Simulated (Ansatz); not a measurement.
`NB(F)Cl` + H–F → `FB(F)Cl` + NH₃ at 298.15 K and 1 bar (ligand exchange at a B–N bond).

Isolated molecules relaxed with PBE0-D4/def2-TZVP in Ansatz; ΔE leaves out vibrations. CBS: MP2 limit from def2 TZ/QZ plus the TZ coupled-cluster correction, frozen cores. This one scheme is used for every species. One conformer a species, not always the lowest.

```json
{"species": "`NB(F)Cl`", "CCSD(T)/CBS energy (Eh)": "-640.42619", "H − E (kJ/mol)": "107.1", "S (J/(mol·K))": "288.8"}
{"species": "H–F", "CCSD(T)/CBS energy (Eh)": "-100.39570", "H − E (kJ/mol)": "33.5", "S (J/(mol·K))": "173.6"}
{"species": "`FB(F)Cl`", "CCSD(T)/CBS energy (Eh)": "-684.31926", "H − E (kJ/mol)": "41.0", "S (J/(mol·K))": "275.6"}
{"species": "NH₃", "CCSD(T)/CBS energy (Eh)": "-56.50880", "H − E (kJ/mol)": "100.5", "S (J/(mol·K))": "192.4"}
```

H − E and S are ideal-gas, rigid-rotor, harmonic terms from PBE0-D4/def2-TZVP, for one conformer and one mirror image of each species. 1 Eh = 2625.50 kJ/mol, R = 8.31446 J/(mol·K).

**Question.** By hand: ΔE, ΔH, ΔS and ΔG.

**Answer.** ΔE = (-684.31926) + (-56.50880) − (-640.42619) − (-100.39570) = -0.00617 Eh = -16.2 kJ/mol. Δ(H − E) = 41.0 + 100.5 − 107.1 − 33.5 = 0.9, so ΔH = -15.3 kJ/mol. ΔS = 275.6 + 192.4 − 288.8 − 173.6 = 5.6 J/(mol·K). ΔG = -15.3 − 298.15 × (5.6)/1000 = -17.0 kJ/mol.

**Question.** By hand: the equilibrium constant, and the temperature at which ΔG would vanish if ΔH and ΔS stayed fixed.

**Answer.** log₁₀ K = −ΔG/(RT ln 10) = 3.0. ΔH and −TΔS have one sign here, so there is no such temperature.

The number of gas molecules stays the same, so ΔS is small and ΔH decides. A doubt of 5 kJ/mol in ΔE shifts log₁₀ K by 0.9 here. Other conformers and mirror images would add mixing entropy, several J/(mol·K) or more a flexible species. These are equilibria of isolated gas molecules and say nothing of rates. Largest T1 diagnostic: 0.012 (customary marks: 0.02 for closed shells, 0.045 for open ones).

ΔS is within the doubt of such terms, so its sign, and with it that verdict, could turn.
